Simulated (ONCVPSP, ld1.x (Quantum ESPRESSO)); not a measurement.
# Potentials for B (Z = 5) compared

Generated with ld1.x 7.5 (TM, RRKJ, ultrasoft, PAW), atompaw 4.2 or ONCVPSP 4.0.1. The cutoff is in Ry: for ld1.x and atompaw files where the sum of valence levels is converged to 10 mRy in a Bessel basis, for ONCV files where the hardest occupied wave has 1 mHa per electron of residual kinetic energy. The error is the largest all-electron minus pseudo excitation energy over each file’s own four to seven test configurations (ionisations up to +4, promotions, holes and added fractions of an electron), all of which were solved. The labels leave out finer settings (local radius, basis sizes, second energies), which also bear on the numbers. Spin-polarised tests are not counted. The rows are a selection from randomly drawn settings: files with unsolved tests, undetermined cutoffs or missed reference levels are left out.

A true bound ghost makes a file unfit for plane-wave use even where its test errors are small: the radial tests pick states by their node count and pass the ghost by.

| potential | cutoff (Ry) | largest error (meV) | bound ghosts |
| --- | --- | --- | --- |
| ONCV, PW91, scalar-relativistic, rc 1.20/2.80 (sp), local smoothed, core correction yes, reference 2s2 2p1, qcut 4.4/3.8, projectors 2/2 | 24 | +307 | none |
| ultrasoft, PBE, scalar-relativistic, rc 1.65/2.05 (sp), local smoothed, core correction yes, reference 2s1.75 2p1.25 | 15 | +33 | none |
| RRKJ, PBE, scalar-relativistic, rc 1.05/3.40/2.90 (spd), local s, core correction no, reference 2s2 2p0 | 50 | +462 | none |
| ONCV, PBE, scalar-relativistic, rc 1.10/3.30/2.95 (spd), local smoothed, core correction yes, reference 2s2 2p1, qcut 6/4/3.5, projectors 3/2/2 | 24 | +403 | s, p, d |

Q: Fill in the row for B: ONCV, BLYP, scalar-relativistic, rc 1.20/0.95/0.95 (spd), local smoothed, core correction yes, reference 2s1, qcut 5.7/8.5/8.9, projectors 2/3/1.

A: cutoff 27 Ry, largest error +71 meV, bound ghosts: p.

Q: Fill in the row for B: ONCV, PBE, fully relativistic, rc 1.35/1.40/1.30 (spd), local smoothed, core correction yes, reference 2s2, qcut 3.7/6.4/7.3, projectors 2/2/2.

A: cutoff 81 Ry, largest error +75 meV, bound ghosts: none.
